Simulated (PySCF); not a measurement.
A structure optimised at PBE0-D3(BJ)/def2-SVP, used in a PySCF frequency run:

```
Si
F 1 1.6138
O 1 1.7071 2 106.38
C 3 1.2796 1 127.85 2 -74.35
N 4 1.1611 1 151.61 2 -70.27
H 1 1.4791 2 107.99 3 -115.12
C 1 1.8375 6 117.86 2 127.03
H 7 1.1004 1 110.65 6 -63.78
H 7 1.1005 8 108.52 1 -121.45
H 7 1.1006 8 108.48 9 -117.68
```

Q: Write its SMILES and formula.

A: C[Si@@H](F)OC#N, C2H4FNOSi

Q: What are its rotational constants (standard atomic weights)?

A: 6.0672, 1.7323, 1.4439 GHz
